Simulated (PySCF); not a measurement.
# 3-methylstyrene, C₉H₁₀

Molfile (atoms numbered from 1):
```
C9H10
     RDKit          3D

 19 19  0  0  0  0  0  0  0  0999 V2000
    3.3188   -0.7189   -0.3692 C   0  0  0  0  0  0  0  0  0  0  0  0
    2.0530   -1.0902   -0.2199 C   0  0  0  0  0  0  0  0  0  0  0  0
    0.8917   -0.2162   -0.1015 C   0  0  0  0  0  0  0  0  0  0  0  0
    0.9794    1.1750   -0.1360 C   0  0  0  0  0  0  0  0  0  0  0  0
   -0.1584    1.9501   -0.0195 C   0  0  0  0  0  0  0  0  0  0  0  0
   -1.3989    1.3576    0.1348 C   0  0  0  0  0  0  0  0  0  0  0  0
   -1.5157   -0.0277    0.1734 C   0  0  0  0  0  0  0  0  0  0  0  0
   -2.8624   -0.6640    0.3452 C   0  0  0  0  0  0  0  0  0  0  0  0
   -0.3692   -0.7950    0.0539 C   0  0  0  0  0  0  0  0  0  0  0  0
    4.1094   -1.4456   -0.4477 H   0  0  0  0  0  0  0  0  0  0  0  0
    3.6236    0.3124   -0.4190 H   0  0  0  0  0  0  0  0  0  0  0  0
    1.8220   -2.1483   -0.1773 H   0  0  0  0  0  0  0  0  0  0  0  0
    1.9381    1.6547   -0.2550 H   0  0  0  0  0  0  0  0  0  0  0  0
   -0.0786    3.0274   -0.0493 H   0  0  0  0  0  0  0  0  0  0  0  0
   -2.2851    1.9694    0.2265 H   0  0  0  0  0  0  0  0  0  0  0  0
   -2.7885   -1.7483    0.3168 H   0  0  0  0  0  0  0  0  0  0  0  0
   -3.5391   -0.3396   -0.4444 H   0  0  0  0  0  0  0  0  0  0  0  0
   -3.3004   -0.3702    1.2989 H   0  0  0  0  0  0  0  0  0  0  0  0
   -0.4496   -1.8736    0.0819 H   0  0  0  0  0  0  0  0  0  0  0  0
  1  2  2  0
  2  3  1  0
  3  4  1  0
  4  5  2  0
  5  6  1  0
  6  7  2  0
  7  8  1  0
  7  9  1  0
  9  3  2  0
  1 10  1  0
  1 11  1  0
  2 12  1  0
  4 13  1  0
  5 14  1  0
  6 15  1  0
  8 16  1  0
  8 17  1  0
  8 18  1  0
  9 19  1  0
M  END
```

Level of theory: PySCF 2.14.0, GIAO HF/pcSseg-1 magnetisability, rotational g tensor and spin-rotation constants, non-relativistic, gas phase. Geometry: GFN2-xTB.

**Question.** How diamagnetic is it, and how anisotropic?

**Answer.** Isotropic -1431 × 10⁻³⁰ J/T², or -86.2 × 10⁻⁶ cm³/mol; principal values -2188, -1126, -980 × 10⁻³⁰ J/T², anisotropy 1142 × 10⁻³⁰ J/T² (root of half the summed squared differences of the principal values). The susceptibility is in cgs units.

**Question.** Split it along the inertial axes a, b, c into diamagnetic and paramagnetic parts about the centre of mass, with the quadrupole moment.

**Answer.** 
```
axis  χ (10⁻⁶ cm³/mol)  diamagnetic (10⁻⁶ cm³/mol)  paramagnetic (10⁻⁶ cm³/mol)  summed x² of all electrons (Å²)  quadrupole Θ (D Å)
   a             -67.2                      -464.0                        396.8                            267.9               +5.94
   b             -59.6                     -1197.2                       1137.5                             95.1               +5.71
   c            -131.8                     -1540.0                       1408.2                             14.3              -11.65
```
Anisotropies 2χaa − χbb − χcc = +57.0 and 2χbb − χaa − χcc = +79.7 × 10⁻⁶ cm³/mol. Θ is traceless in Buckingham's convention.

**Question.** And the rotational g tensor?

**Answer.** 
| axis | rotational constant (GHz) | g | nuclear part | electronic part |
| --- | --- | --- | --- | --- |
| a | 3.5819 | -0.0515 | 0.6161 | -0.6676 |
| b | 1.1408 | -0.0204 | 0.5893 | -0.6097 |
| c | 0.8699 | +0.0181 | 0.5936 | -0.5755 |

Asymmetric top; isotopes 12C, 1H; no vibrational averaging.
